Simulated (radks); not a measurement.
The numbers below are computed, except where a source is named.
Question: The mean radii <r> (bohr) of the occupied orbitals of an atom or ion are listed with their occupations. Code: a radial shooting solver on a logarithmic mesh with Libxc functionals. Model: scalar-relativistic Kohn-Sham, PBE, spin-polarised, spherical densities, finite nucleus; Fermi nuclear charge, rms radius of each element as measured or else 0.836 A^(1/3) + 0.57 fm.

| orbital | occ. | <r> |
|---|---|---|
| 1s up | 1 | 0.02781 |
| 1s down | 1 | 0.02781 |
| 2s up | 1 | 0.1196 |
| 2s down | 1 | 0.1196 |
| 2p up | 3 | 0.1045 |
| 2p down | 3 | 0.1044 |
| 3s up | 1 | 0.3144 |
| 3s down | 1 | 0.3146 |
| 3p up | 3 | 0.3105 |
| 3p down | 3 | 0.3107 |
| 3d up | 5 | 0.2834 |
| 3d down | 4 | 0.2837 |

Name the element and its charge. Open shells, if any, are filled with parallel spins first.

Answer: Z = 52, tellurium, charge +25: Te25+ in [Ar] 3d9. The 1s radius gives Z: for a bare nucleus <r> = (2 gamma + 1)/(2Z) with gamma = sqrt(1 - (Z/c)^2), 0.02741 bohr for Z = 52, and screening makes it slightly larger (0.02781 here). The occupations add up to 27, and the charge is Z minus that.
